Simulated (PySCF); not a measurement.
Species: C6H5F3N (doublet state).
Geometry (GFN2-xTB, Å), atoms numbered from 1 in this order:
```xyz
15
C6H5F3N angstrom
F      2.0009    1.5647    1.0762
C      2.4111    0.6524    0.2005
F      3.7230    0.7019    0.0361
C      1.5726   -0.2104   -0.4339
F      2.1567   -1.0746   -1.2928
C      0.1825   -0.2902   -0.2870
C     -0.6766   -1.1984   -0.9582
N     -1.9237   -1.0773   -0.6569
C     -2.0814   -0.0239    0.3013
C     -0.6787    0.5530    0.5953
H     -0.3497   -1.9387   -1.6683
H     -2.7669    0.7202   -0.1145
H     -2.5642   -0.4369    1.1915
H     -0.6069    1.6127    0.3419
H     -0.4032    0.4535    1.6471
```

The hyperfine couplings belong to this conformer and change with its torsions.

The species is `FC(F)=C(F)[C]1C=NCC1` [radical].

Method: PySCF, UKS B3LYP, pcH-1 on C F H N, non-relativistic, mean-field spin-orbit, GIAO. Isolated species at its GFN2-xTB geometry (one conformer only). Couplings are sensitive to structure, and on GFN2-xTB geometries they can be far from those on DFT ones. The SCF solution wasn't tested for stability. ⟨S²⟩ is 0.787 where a pure state has 0.75.

Task: What is the g tensor, term by term?

Result: 
```csv
Δg (ppm),1,2,3
relativistic mass correction,-213,-213,-213
gauge correction,-7,41,35
orbital Zeeman/spin–orbit,-108,2083,2944
total,-327,1911,2767
```

So g = 2.00199, 2.00423, 2.00509 and g_iso = 2.00377; the tensor is rhombic: the two nearest values differ by 28 % of g3 − g1. Axes: g2 points within 14° of the C2–C4 bond and g3 points within 3° of the C6–C10 bond.

Task: What are the electron Larmor frequencies g μB B/h along the three axes at 1200 mT?

Result: 33.6244, 33.6620, 33.6764 GHz for g1, g2 and g3, a range of 52.0 MHz.

Task: How much does each term add to the isotropic shift?

Result: The orbital-Zeeman/spin–orbit term 1640, the mass correction -213 and the gauge correction 23 ppm, for a total of 1450 ppm. The orbital-Zeeman/spin–orbit term is the largest in size. The mass correction is the same along every axis, so the anisotropy comes from the other two: their spans along these axes are 48 (gauge) and 3052 ppm (orbital Zeeman/spin–orbit).

Task: What effective moment and Curie constant follow for a powder?

Result: With the mean of g² = 4.0151 and S(S+1) = 0.75: μ_eff = √(⟨g²⟩S(S+1)) = 1.735 μB and χT = 0.12505·⟨g²⟩·S(S+1) = 0.377 cm³ K/mol (cgs; spin-Hamiltonian part alone).

Task: In a frozen sample, at which fields do the three g values resonate at 9.5, 34, 94 and 263 GHz (hyperfine left aside), and which band first spreads them over more than twice a line width of 0.5 mT?

Result: 
```
band    GHz  B(g3) mT  B(g2) mT  B(g1) mT  spread mT
   X    9.5    338.52    338.66    339.04       0.52
   Q   34.0   1211.53   1212.05   1213.40       1.87
   W   94.0   3349.53   3350.96   3354.70       5.18
   J  263.0   9371.54   9375.55   9386.03      14.48
```

The spread grows in proportion to the frequency. Q band is the first where it exceeds 1.0 mT.

The largest Mulliken spin populations are on C6 (+0.54), C2 (+0.39), N8 (+0.36) and C4 (-0.19). Three atoms exceed +0.15. The positive populations add up to 1.45 and the negative ones to -0.45, together 2S = 1. The angles at C6 add up to 360.0°, so it is planar.

The HOMO–LUMO gaps are 5.03 eV among the α and 4.37 eV among the β orbitals.
